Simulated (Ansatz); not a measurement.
The same path of F$_{2}$GeH$_{2}$ (5 atoms, charge 0, multiplicity 1) was run twice with different band settings. Lost on the way: Ge1–F2, Ge1–H3. Made: F2–H3.

Method: RKS B3LYP/def2-SVP (Ansatz).

Relaxed end points:

```xyz
5
Properties=species:S:1:pos:R:3
Ge 0.294 -0.057 0.112
F 0.329 -0.013 1.847
H 1.737 0.064 -0.390
F -0.559 1.378 -0.368
H -0.546 -1.266 -0.313
```

```xyz
5
Properties=species:S:1:pos:R:3
Ge 0.381 -0.638 -0.806
F 1.129 0.002 1.295
H 0.708 0.797 0.954
F -0.006 1.132 -0.460
H -0.957 -1.187 -0.095
```

Common settings: movable images 5; climbing image yes; optimiser quadratic models (default); start path through a guess of the saddle point; force threshold 0.03 eV/Å; iteration limit 60; end points relaxed.

| run | spring |
| --- | --- |
| 1 | 5.0 eV/Å² |
| 2 | 0.5 eV/Å² |

(1) What does each run give, and how far can it be trusted?

## Answers

(1) Run 1: converged after 12 iterations, highest image 2.573 eV above the first end. Neighbouring images differ by up to 1.7 eV, so the band resolves the path poorly. A vibrational analysis at the climbing image gives one clearly imaginary mode, 1301i cm⁻¹: a first-order saddle point.
Run 2: converged after 14 iterations, highest image 2.573 eV above the first end. Neighbouring images differ by up to 1.7 eV, so the band resolves the path poorly. Another band between the same ends (5 images) ends at a top of the same energy, where a vibrational analysis finds 1 clearly imaginary mode.
The orbitals stay closed-shell, which can raise the energy where a bond breaks towards radicals; this wasn't checked here.
